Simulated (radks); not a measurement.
Values are calculated unless marked as measured or tabulated.
Valence configurations of Bi III. Level of theory: scalar-relativistic Kohn-Sham, PBE, spin-polarised, spherical densities, point nucleus; open shells are filled with parallel spins first (spin-orbit coupling, left out, can overturn this in heavy ions) (a radial shooting solver on a logarithmic mesh with Libxc functionals). Energies are relative to [Hg] 6p1; eigenvalues in eV for spin up.

valence                     E (eV)  moment (Bohr magnetons)    e(4f)    e(5d)    e(6p)    e(6s)
[Hg] 6p1                     0.000                        1  -170.20  -44.594  -19.591  -31.053
[Xe] 4f14 5d9 6s2 6p2       25.989                        3  -176.88  -49.875  -21.619  -33.924
[Xe] 4f12 5d10 6s2 6p3      336.96                        5  -213.54  -58.742  -23.789  -37.170
[Xe] 4f12 5d9 6s2 6p4       374.88                        5  -220.69  -64.153  -25.105  -39.381
[Xe] 4f14 5d10 6s1 6p2      10.071                        3  -171.89  -46.339  -20.973  -32.729
[Xe] 4f12 5d10 6s1 6p4      350.61                        5  -215.27  -60.371  -24.509  -38.221
[Xe] 4f14 5d8 6s2 6p3       54.299                        5  -183.55  -55.047  -23.459  -36.591
[Xe] 4f13.5 5d10 6s2 6p1.5  77.495                        2  -180.80  -48.074  -20.694  -32.632
[Xe] 4f14 5d9.5 6s2 6p1.5   12.704                        2  -173.54  -47.250  -20.633  -32.518
[Xe] 4f14 5d9.5 6s1.5 6p2   17.857                        3  -174.37  -48.101  -21.303  -33.330

NIST lists [Hg] 6p1 as the ground configuration; this level of theory agrees among the configurations tried. The energies are those of spherical high-spin densities, not of single terms.
